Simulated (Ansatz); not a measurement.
(I2In-mu-H)3 (In3H3I6), relaxed as a singlet with RKS PBE-D4/def2-SVP in Ansatz, starting from the GFN1-xTB geometry. Force threshold 0.03 eV/Å.

In the def2 sets I, In take a core potential; there is no spin–orbit coupling.

Start:

Cartesian coordinates in Å:
```
In -0.067 1.757 0.966
I -2.258 2.645 2.357
I 2.241 3.227 0.790
H -0.621 1.351 -0.764
In -0.565 -0.109 -1.918
I -3.150 -0.901 -2.382
I 1.154 0.502 -3.966
H 0.263 -1.395 -0.856
In 0.633 -1.645 0.952
I -1.299 -3.287 1.997
I 3.305 -2.215 1.198
H 0.363 0.070 1.626
```

Problem. Estimate the energy that the relaxation releases and the steps that it takes.

Solution. 0.19 eV, in 11 steps; 22 s on 2 threads of AMD EPYC 7R13 on a shared host and a share (18 GiB) of an NVIDIA H100 80GB HBM3. The force fell under the threshold at step 5, but the optimiser went on and released 0.005 eV more. No frequencies were taken in this run, so the end may be a saddle point.

Problem. Does the start keep its bonding?

Solution. By distances, no bond broke or formed. The bond that changes most is In5–I7, from 2.74 to 2.68 Å (atoms count from 1).

Problem. Predict the relaxed structure.

Solution. 
```
atom   x (Å)   y (Å)   z (Å)
 In1  -0.097   1.797   0.999
  I2  -2.012   3.009   2.436
  I3   2.374   2.711   0.476
  H4  -0.837   1.280  -0.680
 In5  -0.604  -0.099  -1.981
  I6  -3.011  -1.236  -2.325
  I7   1.055   0.821  -3.878
  H8   0.414  -1.231  -0.831
 In9   0.644  -1.693   1.007
 I10  -1.312  -3.414   1.658
 I11   3.275  -1.968   1.459
 H12   0.110   0.021   1.661
```
Bond lengths (bridged metal pairs left out): 6 × I–In 2.68 to 2.69 Å; 6 × H–In 1.91 Å.
